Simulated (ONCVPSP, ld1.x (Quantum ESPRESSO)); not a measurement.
# Hardness and transferability of assorted potentials

Generated with ld1.x 7.5 (TM, RRKJ, ultrasoft, PAW), atompaw 4.2 or ONCVPSP 4.0.1. The cutoff is in Ry: for ld1.x and atompaw files where the sum of valence levels is converged to 10 mRy in a Bessel basis, for ONCV files where the hardest occupied wave has 1 mHa per electron of residual kinetic energy. The error is the largest all-electron minus pseudo excitation energy over each file’s own four to seven test configurations (ionisations up to +4, promotions, holes and added fractions of an electron), all of which were solved. The labels leave out finer settings (local radius, basis sizes, second energies), which also bear on the numbers. Spin-polarised tests are not counted. The rows are a selection from randomly drawn settings: files with unsolved tests, undetermined cutoffs or missed reference levels are left out.

A true bound ghost makes a file unfit for plane-wave use even where its test errors are small: the radial tests pick states by their node count and pass the ghost by.

```csv
element,potential,cutoff (Ry),largest error (meV),bound ghosts
Li,"ONCV, PBEsol, scalar-relativistic, rc 1.05/1.18/1.05 (spd), local smoothed, core correction no, reference 1s2 2s1, qcut 10.5/9.4/10.7, projectors 2/2/1",85,+705,none
Se,"ONCV, PBE, scalar-relativistic, rc 0.95/1.05/1.20 (spd), local smoothed, core correction yes, reference 3s2 3p6 3d10 4s2 4p3, qcut 15.8/10.2/10.9, projectors 2/2/3",183,-10,none
Br,"ultrasoft, PBEsol, fully relativistic, rc 1.40/1.70 (sp), local smoothed, core correction yes, reference 4s2 4p5",18,-199,none
Br,"TM semilocal, PBE, scalar-relativistic, rc 1.10/1.25/1.15 (spd), local p, core correction yes, reference 4s2 4p2",110,+49,none
Ag,"TM, PBEsol, scalar-relativistic, rc 1.70/2.45/1.35 (spd), local p, core correction no, reference 4d8 5s0 5p0",80,-835,none
Bi,"ONCV, Wu-Cohen, scalar-relativistic, rc 1.50/1.70/1.35 (spd), local smoothed, core correction no, reference 5s2 5p6 5d10 6s1.5 6p3.5, qcut 7.7/8.4/6, projectors 3/2/1",180,-9.9,none
```

Fill in the row for S: ONCV, PBE, scalar-relativistic, rc 1.40/1.45/1.40 (spd), local d, core correction yes, reference 3s2 3p4, qcut 5/6.7/7, projectors 3/3/0.

cutoff 24 Ry, largest error +56 meV, bound ghosts: p.
